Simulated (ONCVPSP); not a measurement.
**u(r) = r·R(r): atom against pseudo-atom (W (Z = 74))**

Columns: radius, all-electron u(r) and pseudo u(r) of the 5p shell (level -43.39 eV) of tungsten in the configuration [Kr] 4d10 4f14 5s2 5p6 5d4 6s2; LDA (Perdew-Wang 92), scalar-relativistic, ONCV scheme, ONCVPSP 4.0.1.

| r (bohr) | all-electron | pseudo |
| --- | --- | --- |
| 0.118 | 0.2957 | 0.0281 |
| 0.235 | -0.0341 | 0.1080 |
| 0.353 | -0.5279 | 0.2323 |
| 0.470 | -0.3781 | 0.3853 |
| 0.588 | 0.0656 | 0.5524 |
| 0.705 | 0.4951 | 0.7112 |
| 0.822 | 0.8014 | 0.8447 |
| 0.940 | 0.9750 | 0.9394 |
| 1.058 | 1.0384 | 0.9865 |
| 1.175 | 1.0254 | 0.9860 |
| 1.292 | 0.9656 | 0.9445 |
| 1.410 | 0.8793 | 0.8714 |
| 1.528 | 0.7822 | 0.7802 |
| 1.645 | 0.6846 | 0.6843 |
| 1.763 | 0.5907 | 0.5906 |
| 1.880 | 0.5053 | 0.5052 |
| 1.998 | 0.4283 | 0.4282 |
| 2.115 | 0.3613 | 0.3612 |
| 2.232 | 0.3032 | 0.3032 |
| 2.350 | 0.2531 | 0.2530 |
| 2.468 | 0.2105 | 0.2104 |
| 2.585 | 0.1749 | 0.1748 |
| 2.702 | 0.1449 | 0.1449 |
| 2.820 | 0.1197 | 0.1196 |
| 2.938 | 0.0986 | 0.0986 |
| 3.055 | 0.0813 | 0.0813 |

(1) How many radial nodes do the two functions have?

(2) At about which radius was the pseudo-wave matched?

(3) Is the pseudo-wave norm-conserving?

Results:

(1) The all-electron 5p function has n − l − 1 = 3 (the table is too coarse to show those close to the nucleus); the pseudo-wave has 0, since the states of the same l below it are removed with the core.

(2) 1.90 bohr. The columns agree to 0.0005 from 1.65 bohr on; several derivatives are matched, so the curves merge somewhat inside the radius.

(3) Yes: the ONCV scheme keeps the norm inside the radius equal to the all-electron one, which fixes the energy derivative of the logarithmic derivative at the level.
